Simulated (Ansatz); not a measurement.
Consider the redistribution: `CB(Cl)CBr` + `CBN` → `CB(C)Cl` + `NBCBr`.

Computed with Ansatz on PBE0-D4/def2-TZVP structures; ΔE is electronic, products minus reactants. CCSD(T)/CBS adds triple-zeta CCSD(T) − MP2 to the extrapolated MP2 energy (def2 sets, frozen cores). DFT in def2-TZVPP. For Br outer-core shells are correlated without core-valence functions, which leaves a few kJ/mol of doubt a bond. Scalar relativity is left out up to krypton. Each species was taken in one conformer, which may not be the lowest.

Is it downhill or uphill in electronic energy at CCSD(T)/CBS, and by how much? (Best estimate.)

The calculation gave: Downhill: ΔE = -11.3 kJ/mol.

What do these levels give: revPBE-D4, B2PLYP, r2SCAN, PBE0, HF/def2-QZVPP, HF/CBS(def2)? (Estimate.)

Ansatz gave: revPBE-D4 -10.5, B2PLYP -12.1, r2SCAN -13.5, PBE0 -13.8, HF/def2-QZVPP -13.6, HF/CBS(def2) -13.7 kJ/mol.

Largest T1 diagnostic among the species: 0.011.

Leaving LDA and LC-ωPBE aside and taking each functional with its dispersion term where it has one, the values, not all of them listed here, spread over 3.4 kJ/mol, from CAM-B3LYP-D4 to revPBE-D4. In def2-TZVPP, CCSD(T) changes the Hartree–Fock value by +3.9 kJ/mol (the triples alone add +0.7 kJ/mol) and MP2 by +5.1 kJ/mol.
